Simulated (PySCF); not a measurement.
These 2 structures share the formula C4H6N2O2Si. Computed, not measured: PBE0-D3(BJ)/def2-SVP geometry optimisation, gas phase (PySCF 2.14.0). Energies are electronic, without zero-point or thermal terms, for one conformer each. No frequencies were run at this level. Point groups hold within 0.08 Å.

Question: Rank from lowest to highest electronic energy at this level (kcal/mol).
A. `[O:1]=[C:2]([OH:3])[c:4]1[cH:5][n:6][cH:7][n:8]1[SiH3:9]` with O1–C2–O3–H 0°, O1–C2–C4–C5 180°
B. Si(NCO)2Me2 (`C[Si](C)(N=C=O)N=C=O`)

Answer: B (0.0), A (50.8).

```csv
SMILES,E (Eh),E rel (kcal/mol),dipole (D),point group,"A, B, C (MHz)"
C[Si](C)(N=C=O)N=C=O,-704.63636,0.0,3.36,near C2v,"1578, 838.4, 663.8"
O=C(O)c1cncn1[SiH3],-704.55534,50.8,1.84,Cs,"1787, 1545, 837.4"
```

Question: How do the relative energies change in single points at PBE0/pcSseg-1 (no added dispersion term) on the same geometries?

Answer: 
| SMILES | PBE0-D3(BJ)/def2-SVP (kcal/mol) | PBE0/pcSseg-1 (kcal/mol) | shift |
| --- | --- | --- | --- |
| C[Si](C)(N=C=O)N=C=O | 0.0 | 0.0 | 0.0 |
| O=C(O)c1cncn1[SiH3] | 50.8 | 57.0 | +6.2 |

Each column counts from its own lowest isomer. The order is unchanged; the largest shift is 6.2 kcal/mol.
